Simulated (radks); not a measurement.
Problem. The europium ion Eu+, configuration [Xe] 4f7 6s1. Method: Dirac Kohn-Sham, PBEsol, spin-unpolarised, spherical densities, point nucleus; open shells fill j = l - 1/2 first; computed with a radial shooting solver on a logarithmic mesh with Libxc functionals.

Spin-orbit splittings of the eigenvalues, e(l+1/2) - e(l-1/2), with zeta = 2 splitting/(2l+1) and mean radii in bohr:

shell  occ.  splitting (eV)  zeta (eV)  <r> j=l-1/2  <r> j=l+1/2
2p        6           647.6      431.8      0.07908      0.08581
3p        6           132.0      88.00       0.2389       0.2518
3d       10               ?          ?       0.2236       0.2276
4p        6           29.17      19.45       0.5793       0.6088
4d       10           5.230      2.092       0.6486       0.6592
4f        7          0.6146     0.1756       0.9614       0.9809
5p        6           3.817      2.545        1.560        1.658

Estimate the 3d splitting.

Solution. 28.73 eV (zeta = 11.49 eV).
